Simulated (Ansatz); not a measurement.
Input for Ansatz (a first-principles code): R-RI-MP2/def2-QZVPP on H3NOSn (SMILES [NH2][Sn][OH]), a point of a torsion scan. Elements past Kr take the def2 small-core potentials; no spin–orbit coupling. Files ending in .json are basis or fitting sets from the Basis Set Exchange. The run froze 11 orbitals, filled d shells among them.

Ansatz 0.2 input:
```yaml
crystal:
  periodic: [false, false, false]
  atoms:
    - {symbol: N, position_ang: [-1.23390682, -0.04869591, 0.19012347]}
    - {symbol: Sn, position_ang: [0.43536877, -1.14307934, 0.71584473]}
    - {symbol: O, position_ang: [1.82505654, -0.06437913, -0.31138592]}
    - {symbol: H, position_ang: [-2.19380846, -0.19918525, 0.46840021]}
    - {symbol: H, position_ang: [-1.22145386, 0.76276661, -0.41394362]}
    - {symbol: H, position_ang: [2.07833189, 0.85203911, -0.25461996]}
basis:
  gaussian:
    orbitals: def2-QZVPP.json
    fitting: {mean_field: def2-universal-JKFIT, correlation: def2-QZVPP-RIFIT.json}
magnetization: {spin_polarized: false}
correlation: {method: mp2, electrons: outside_noble_gas}
scf: {lower_state_search: off}
```

Output:

```
WARN ansatz: RAYON_NUM_THREADS=1 ignored (pool sized by the plan → 1); use --threads N
Functional definition: HF
these checks for a lower state are left out or cut short: stability, starts, cluster_reference, orbital_swaps, neighbouring_geometries, increment
integrals: 0.30 GiB planned
426 factors; integrals over basis functions are off by at most 1.3e0 eV
mean field: 0.51 GiB planned
mean field evaluation 1: about -9368.3569 eV, gradient 5.7e1 eV
mean field evaluation 2: about -9371.0080 eV, gradient 4.6e1 eV
mean field evaluation 4: about -9374.6578 eV, gradient 1.4e0 eV
mean field evaluation 8: about -9374.6656 eV, gradient 2.0e-6 eV
mean field -9374.66563446 eV, -344.5126076897 hartree, gradient 2.0e-6 eV, S^2 0.000000; 0 other end points of the search recorded, 0 dependent functions left out
11 core orbitals not correlated
726 factors; their error is unknown
reference -9374.66563446 eV, -344.5126076897 hartree; 9, 9 occupied and 266, 266 virtual orbitals, 726 factors
second order -16.24997322 eV of doubles, -0.00000000 eV of singles
Total energy: -9390.91560768 eV, -345.1097831910 hartree
Checks for a lower state left out: stability, starts, cluster_reference, orbital_swaps, neighbouring_geometries, increment
```

Self-consistency was reached.

Cost: about 2.6 core-seconds (a rough figure).
